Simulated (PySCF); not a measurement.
BSb: energy against distance

Set-up: basis B aug-cc-pVDZ, Sb aug-cc-pVDZ-PP with ECP28; scalar-relativistic core potentials; PySCF 2.14. Energies in eV from B + Sb in their ground configurations at the same level. All curves are PBE0. state 1: ³Π (triplet), unpaired electrons σ ↑, π ↑; state 2: Ms = 0 determinant of mixed spin (⟨S²⟩ near 1.0), unpaired electrons σ ↓, π ↑, a second solution, started from another occupation; state 3: ³Σ⁻ (triplet), unpaired electrons π ↑↑, a second solution, started from another occupation; state 4: Ms = 0 determinant of mixed spin (⟨S²⟩ near 1.0), unpaired electrons π ↑↓, a mixture of terms (⟨Lz²⟩ = 2.0), a second solution, started from another occupation.

```json
{"R (Å)": "1.860", "state 1": "-1.912", "state 2": "-1.756", "state 3": "-0.265", "state 4": "0.017"}
{"R (Å)": "1.943", "state 1": "-2.254", "state 2": "-2.109", "state 3": "-0.933", "state 4": "-0.652"}
{"R (Å)": "2.005", "state 1": "-2.373", "state 2": "-2.235", "state 3": "-1.283", "state 4": "-1.003"}
{"R (Å)": "2.067", "state 1": "-2.404", "state 2": "-2.274", "state 3": "-1.534", "state 4": "-1.253"}
{"R (Å)": "2.129", "state 1": "-2.369", "state 2": "-2.245", "state 3": "-1.705", "state 4": "-1.424"}
{"R (Å)": "2.212", "state 1": "-2.248", "state 2": "-2.131", "state 3": "-1.836", "state 4": "-1.554"}
{"R (Å)": "2.315", "state 1": "-2.022", "state 2": "-1.912", "state 3": "-1.885", "state 4": "-1.601"}
{"R (Å)": "2.439", "state 1": "-1.699", "state 2": "-1.593", "state 3": "-1.829", "state 4": "-1.541"}
```

**Question.** Put a parabola through the three lowest points of the state 1 curve and estimate Re, k and ωe (reduced mass 10.09 u; 1 eV/Å² = 0.16022 mdyn/Å; ωe = 1302.8·√(k/μ) cm⁻¹).

**Answer.** Through R = 2.005, 2.067, 2.129 Å the second-order coefficient is 8.58 eV/Å², so Re ≈ 2.065 Å, k ≈ 2.75 mdyn/Å and ωe ≈ 680 cm⁻¹. A polynomial fit of higher order to the unrounded PBE0 energies gives Re = 2.062 Å, k = 2.82 mdyn/Å, ωe = 688 cm⁻¹; anharmonicity and rounding make the difference.

The higher-order fit for each curve: state 1: Re = 2.062 Å, ωe = 688 cm⁻¹, De = 2.40 eV; state 2: Re = 2.068 Å, ωe = 682 cm⁻¹, minimum 2.27 eV below the ground-state fragments; state 3: Re = 2.314 Å, ωe = 472 cm⁻¹, minimum 1.88 eV below the ground-state fragments; state 4: Re = 2.310 Å, ωe = 478 cm⁻¹, minimum 1.60 eV below the ground-state fragments.

⟨S²⟩ of the unrestricted solution departs from its pure value on part of the curve, where spin states mix. Spin–orbit coupling is left out, which matters for elements this heavy, above all for dissociation energies. The state is the lowest determinant that a PBE0 search found; another state may lie lower at other levels.
